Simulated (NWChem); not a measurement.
Species: C2H2Br2; SMILES C(/Br)=C/Br

Program: NWChem. Geometry: optimised at B3LYP/6-31G* (spherical d). Level: PBE/def2-SVP with SMD (1 M gas to 1 M solution), gas-phase geometry.

| solvent | dielectric constant | solvation free energy (kcal/mol) | cavity-dispersion-structure term (kcal/mol) | dipole in solution (D) |
|---|---|---|---|---|
| water | 78.4 | -1.2 | 1.1 | 2.04 |
| N,N-dimethylformamide | 37.2 | -4.4 | -2.1 | 2.03 |
| acetone | 20.5 | -5.0 | -2.7 | 2.01 |
| toluene | 2.37 | -4.9 | … | … |
| dimethyl sulfoxide | 46.8 | -3.7 | -1.3 | 2.03 |

Task: What belongs in the gaps?

Result: 
- toluene, cavity-dispersion-structure term (kcal/mol): -3.6
- toluene, dipole in solution (D): 1.75
